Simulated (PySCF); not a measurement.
## Computed structure and properties of Ir2N2

System: Ir2N2 (triplet); start: displaced along the imaginary mode (C2v). Method: PySCF 2.14.0, UKS PBE0, Ir def2-SVP with ECP60, N def2-SVP; non-relativistic Hamiltonian with scalar-relativistic core potentials where named; density fitting; no spin-orbit coupling.

Input of the relaxation:

```python
mol = gto.M(atom='''
Ir     0.01814     0.00000     1.40643
Ir     0.01814    -0.00000    -1.40643
N      0.90161    -0.00000     0.00000
N     -1.40161     0.00000     0.00000''',
    basis={'Ir': 'def2-SVP', 'N': 'def2-SVP'},
    ecp={'Ir': 'def2-SVP'},
    charge=0, spin=2)
mf = dft.UKS(mol, xc='PBE0')
mf.grids.atom_grid = (50, 194)
mf = mf.density_fit()  # fitting sets: Ir def2-universal-JKFIT, N def2-universal-JKFIT
mf.conv_tol = 1e-08; mf.max_cycle = 55
mf.kernel(dm0)  # dm0: converged density of the start geometry
# quasi-Newton relaxation in Cartesian coordinates to a largest gradient under 0.00045 Eh/bohr, steps kept in the point group
```

Run from Python with OMP_NUM_THREADS=2; the lines above give its settings. Where DIIS fails, smearing, a level shift and second-order steps follow.
It took 29 s on 2 threads of Arm Neoverse V1, on a shared host, from the converged density of the start.

Course of the relaxation:

```tsv
step	energy above end (eV)	largest force component within the symmetry (eV/Å)
0	0.9269	5.831
1	0.1899	1.813
2	0.0314	0.786
3	0.0012	0.156
4	0.0001	0.060
5	0.0000	0.019
6	0.0000	0.011
```

Relaxed geometry (nearly D2h):

```xyz
4

Ir   -0.1047    0.0000    1.4072
Ir   -0.1047    0.0000   -1.4072
N     1.0245    0.0000    0.0000
N    -1.2788    0.0000    0.0000
```

| contact | Å |
| --- | --- |
| Ir1–N3 (N) | 1.804 |
| Ir1–N4 (N) | 1.833 |

On the finer grid (75, 302):

The HOMO is -5.54 eV, the LUMO is -3.34 eV and the dipole about the centre of mass is 0.10 D. The spin squared is 2.031 and the set of Mulliken populations of Ir1 outside the core potential is s 2.88, p 6.19, d 7.56, f 0.04. The D3(BJ) dispersion energy (not in the energies) is -0.119 eV.

```csv
atom,Mulliken (e),Löwdin (e),spin (e)
Ir1,0.33,-0.08,0.50
Ir2,0.33,-0.08,0.50
N3,-0.32,0.10,0.37
N4,-0.34,0.07,0.64
```

No frequency check is given for this geometry.

Rigid scan of N along the line from its metal:

```tsv
distance to N3 (Å)	energy (eV)
1.50	2.088
1.60	0.735
1.70	0.145
1.80	0.000
1.90	0.088
2.00	0.287
2.10	0.541
2.25	0.935
```

One start shape was tried, so this needn't be the lowest isomer.

Open shells may have lower solutions than the one found.
